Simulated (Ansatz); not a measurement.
Species: H$_{4}$BNO$_{2}$, SMILES `NB(O)O` (O–B–O–H torsion 0°, O–B–O–H torsion 180°) (charge 0, multiplicity 1).

Give a relaxed geometry from CAM-B3LYP-D3(BJ)/def2-TZVP (Ansatz, a program for electronic structure).

One answer among several that fit: the end point of this relaxation, one of several conformers (outside a Z-matrix the atoms follow the SMILES, hydrogens last).
Bonds (Å): N1–B2 1.410, N1–H5 1.002, N1–H6 1.004, B2–O3 1.370, B2–O4 1.377, O3–H7 0.960, O4–H8 0.958. Bond angles (°): B2–N1–H5 124.8, B2–N1–H6 120.9, H5–N1–H6 114.3, N1–B2–O3 118.4, N1–B2–O4 123.9, O3–B2–O4 117.7, B2–O3–H7 112.2, B2–O4–H8 115.4.
